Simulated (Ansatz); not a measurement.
Scan of the Si2–H6 bond length

SiNH2F2 (SMILES [NH][SiH](F)F), doublet, at its PBE0-D4/def2-TZVP minimum:

```
6
angstrom
N -0.0254 1.0017 -0.9037
Si 0.1880 -0.2449 0.2730
F 1.5787 -0.9414 -0.0047
F -0.9086 -1.3902 0.2074
H -0.9778 1.1567 -1.2365
H 0.1872 0.3541 1.6183
```

The bond length Si2–H6 (1.473 Å at the minimum) is set to the values below, the two halves moving rigidly along the bond. Each method's energies count from its own value at the PBE0-D4 minimum structure. 1 of 9 computed points, where the reference changed state or T1 grew large, are left out. Program: Ansatz 0.2.0. Basis: def2-TZVPP. Cores are frozen in the correlated methods; orbitals are unrestricted. B3LYP uses VWN-RPA correlation.

```csv
bond length (Å),CCSD(T) (kJ/mol),PBE-D4 (kJ/mol),MP2 (kJ/mol),wB97M-V (kJ/mol),B3LYP-D4 (kJ/mol)
1.208,92.7,100.3,91.3,90.8,92.5
1.270,48.0,54.4,46.8,46.8,48.3
1.361,11.7,15.5,10.9,11.2,12.1
1.467,-0.1,0.2,-0.1,-0.1,0.0
1.584,11.3,6.9,12.4,11.6,10.3
1.711,40.5,30.9,43.5,41.3,38.0
1.846,81.6,65.9,87.1,83.1,76.8
1.987,128.6,107.2,138.0,131.5,122.3
```

Minimum and curvature along this coordinate at CCSD(T): A fifth-order fit through the nearest points gives 1.464 Å, with a curvature of about 19 eV/Å².

Treat the two halves as rigid bodies and work out the harmonic wavenumber of this stretch from that curvature (ν̃ = 521.5 √(k/μ) cm⁻¹ with k in eV/Å² and μ in u).

The halves weigh 81.10 and 1.01 u, so μ = 81.10 × 1.01/82.11 = 0.998 u and ν̃ = 521.5 √(19/0.998) ≈ 2300 cm⁻¹. A true normal mode mixes in other motions, so this is a guide only.

Largest difference from the CCSD(T) curve over the scan: r2SCAN-D4 7.3; PBE0-D4 5.4; HF 18.9 kJ/mol. Each curve counts from its own value at the minimum.

No T1 diagnostic of these runs exceeds 0.015. ⟨S²⟩ of the unrestricted Hartree–Fock references: 0.76 (a pure state has 0.75).

For scale, one of the runs: CCSD(T)/def2-TZVPP, 163 basis functions (an equivalent command: `ansatz run in.yaml --threads 4`). Hardware: 4 CPU threads, shared host. Wall time 2.7 min; peak host memory 3.3 GiB.
